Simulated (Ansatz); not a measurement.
Program: Ansatz. Geometries: PBE0-D4/def2-TZVP. ΔE: electronic, gas phase. CBS: MP2 limit from def2 TZ/QZ plus the TZ coupled-cluster correction, frozen cores. Functionals use def2-TZVPP. HSE06 is defined as in plane-wave codes. Elements past krypton have def2 core potentials. For Br, I outer-core shells are correlated without core-valence functions, which leaves a few kJ/mol of doubt a bond. Scalar relativity is left out up to krypton. One conformer a species, not always the lowest.

`FCC(Br)I` + `CCCO` → `CCCOCF` + `BrCI`  (substitution at a C–C bond)

Task: Is it downhill or uphill in electronic energy at CCSD(T)/CBS, and by how much? (An estimate is asked.)

Result: Computed: Uphill: ΔE = +8.0 kJ/mol.

Task: What do these levels give: LDA (SPW92), revPBE-D4, r2SCAN-D4, HSE06-D4, ωB97M-V, BLYP, PBE0, r2SCANh, BHLYP, HF/def2-TZVPP, MP2/def2-TZVPP, CCSD/def2-TZVPP? (Estimate.)

Result: Computed: LDA (SPW92) 1.7, revPBE-D4 2.9, r2SCAN-D4 -0.3, HSE06-D4 1.7, ωB97M-V 1.5, BLYP -9.0, PBE0 -1.1, r2SCANh -0.7, BHLYP -7.6, HF/def2-TZVPP -13.8, MP2/def2-TZVPP 10.3, CCSD/def2-TZVPP 2.1 kJ/mol.

Task: What do rigid-rotor, harmonic-oscillator terms from PBE0-D4/def2-TZVP frequencies (298.15 K, 1 bar) make of the CCSD(T)/CBS value? (Estimate.)

Result: The calculation gave: ΔZPE = +1.4 kJ/mol, ΔH = +8.6 kJ/mol, ΔS = 6 J/(mol·K), ΔG = +6.8 kJ/mol.

Largest T1 diagnostic among the species: 0.011.

At CCSD(T), def2-SVP lies −10.8 kJ/mol from the extrapolated value and def2-TZVPP −4.2 kJ/mol. In def2-TZVPP, CCSD(T) changes the Hartree–Fock value by +17.6 kJ/mol (the triples alone add +1.7 kJ/mol) and MP2 by +24.0 kJ/mol.
